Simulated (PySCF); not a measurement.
Compound: C6H10O2 (charge +1 and doublet state).
Geometry (GFN2-xTB, Å), atoms numbered from 1 in this order:
```
atom  x, y, z in Å
C1    -2.4029   -0.4269    0.3567
C2    -0.9704   -0.7195   -0.0204
C3    -0.0008    0.3768    0.1503
C4    -0.4151    1.6655    0.7099
C5     1.3225    0.1871   -0.2236
O6     1.7419   -0.9549   -0.7365
C7     3.0838   -1.0766   -1.1010
O8     3.8681   -0.2069   -0.9733
H9    -2.4933   -0.1477    1.4064
H10   -2.8082    0.3968   -0.2314
H11   -3.0202   -1.3037    0.1835
H12   -0.9164   -1.0783   -1.0594
H13   -0.6078   -1.5916    0.5464
H14   -1.2284    2.0922    0.1143
H15   -0.8573    1.5212    1.7010
H16    0.3994    2.3802    0.7770
H17    2.0655    0.9765   -0.1101
H18    3.2309   -2.0838   -1.5014
```

The hyperfine couplings belong to this conformer and change with its torsions.

The species is `C[C+]([CH]OC=O)CC` [radical] (charge +1).

Theory: UKS B3LYP, pcH-1 on C H O, non-relativistic, mean-field spin-orbit, GIAO in PySCF 2.14.0. Geometry: GFN2-xTB, one conformer, isolated ion. Couplings are sensitive to structure, and on GFN2-xTB geometries they can be far from those on DFT ones, by a factor of two or more for some ions and for spin on atoms past the first row. No stability test was run, so a lower SCF solution isn't excluded.

(1) The isotropic 17O couplings are -16.3, -2.3 MHz. Assign them to O6; O8.

(2) The isotropic 1H couplings, averaged over equivalent nuclei, are +102.1, +61.6, -30.3, +7.8, -2.0 MHz. Assign them to H9/H10/H11; H12/H13; H14/H15/H16; H17; H18.

## Answers

(1) 
| site | a_iso (MHz) | ρ(0) (bohr⁻³) | position | distance from C5 (Å) | spin population | largest \|T\| (MHz) |
| --- | --- | --- | --- | --- | --- | --- |
| O6 | -16.3 | +0.0269 | 1 bond from C5 | 1.32 | +0.13 | 53.7 |
| O8 | -2.3 | +0.0038 | 3 bonds from C5 | 2.68 | +0.05 | 14.0 |

(2) 
| site | a_iso (MHz) | ρ(0) (bohr⁻³) | position | distance from C5 (Å) | bound to | spin population there | largest \|T\| (MHz) |
| --- | --- | --- | --- | --- | --- | --- | --- |
| H9/H10/H11 | +7.8 | +0.0017 | 3 bonds from C3 | 4.30 | C1 | 0.00 | 2.6 |
| H12/H13 | +102.1 | +0.0228 | 2 bonds from C3 | 2.72 | C2 | -0.02 | 6.2 |
| H14/H15/H16 | +61.6 | +0.0138 | 2 bonds from C3 | 2.99 | C4 | -0.03 | 6.5 |
| H17 | -30.3 | -0.0068 | 1 bond from C5 | 1.09 | C5 | +0.39 | 20.3 |
| H18 | -2.0 | -0.0004 | 3 bonds from C5 | 3.23 | C7 | -0.02 | 4.7 |

ρ(0) is the spin density at the nucleus and T the dipolar tensor; entries for several nuclei are means. The largest Mulliken spin populations are on C5 (+0.39), C3 (+0.35) and O6 (+0.13). Main spin sites, with 60 % or more of the largest population: C3, C5; positions count bonds from the nearest.

Nuclei that the bonding pattern makes equivalent are averaged, as if the motion that swaps them (rotation, inversion, ring flip) were fast. The three 1H nuclei of mean +61.6 MHz run from -0.7 to 93.8 MHz in the frozen geometry. The three 1H nuclei of mean +7.8 MHz run from -1.5 to 13.2 MHz in the frozen geometry. The 1H value of +102.1 MHz is a mean of couplings from 96.4 to 107.7 MHz in this one geometry, not an average over conformers.

The SMILES `CC[C+](C)[CH]OC=O` draws the unpaired electron on C5, whose computed spin population is only +0.39.

On one thread of an Arm Neoverse V2, shared host with 96 logical CPUs at a one-minute load of 63, this took 94 s wall (grids of density and orbitals included) and 0.97 GiB of memory at its peak.
